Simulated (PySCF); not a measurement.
Cl2Zn. Atoms are numbered in the order given.

```xyz
3

Zn     0.0000     0.0000     0.0000
Cl     0.0000     0.0000    -2.0905
Cl     0.0000     0.0000     2.0905
```

Geometry optimised at PBE-D3(BJ)/def2-TZVP. The isomer is the one that the SMILES or the coordinates give; other isomers of the formula were not compared.

The numbers are results of PySCF with IEF-PCM-ωB97X/def2-SVP, not measurements.

The values are the electrostatic part of the solvation free energy, E(continuum) − E(gas) at the gas-phase geometry, in a cavity of scaled van der Waals radii (PySCF's table); cavitation and dispersion terms are not included. A continuum can't describe solvent molecules that bind to the metal. In vacuum the orbital gap is 11.74 eV. The dipole moment in vacuum is 0.00 D.

```tsv
solvent	ε	ΔG(elec) (kcal/mol)	dipole (D)	gap (eV)
water	78.36	-20.6	0.00	12.44
1-octanol	9.86	-17.4	0.00	12.33
acetone	20.49	-19.3	0.00	12.40
```
